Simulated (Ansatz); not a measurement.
System: calcium atom, Ca (charge 0, singlet).

Property: electron affinity to the doublet, in eV. Conventions: non-relativistic; each state is the SCF solution reached for its charge and spin; LANL2DZ with its own core potentials from Na on; open shells spin-unrestricted; 6-311+G** with 5d; spin-orbit terms left out; 6-31G* and kin with 6d, 5d where marked.

Measured values: pymatgen's periodic table; they hold spin-orbit and core effects. 

Value to compare with, the measured value: 0.02 eV.

| level | program | electron affinity to the doublet (eV) | error |
|---|---|---|---|
| B3LYP/STO-3G | Ansatz | -4.75 | -4.77 |
| B3LYP/3-21G | Ansatz | -0.23 | -0.25 |
| B3LYP/LANL2DZ | Ansatz | -0.22 | -0.24 |
| B3LYP/6-31G* | Ansatz | -0.22 | -0.24 |
| B3LYP/6-311+G** | Ansatz | 0.02 | 0.00 |
| B3LYP/def2-TZVPD | Ansatz | -0.24 | -0.26 |

Among the 5 habitual levels, B3LYP/STO-3G lies farthest from the measured value (-4.77 eV); 0 of 5 lie above it, and their mean absolute error is 1.10 eV, the median 0.24. One case shows no general order.

The sets are all those run for this method; runs whose electronic state is in doubt are left out.

Ansatz is an electronic-structure program.
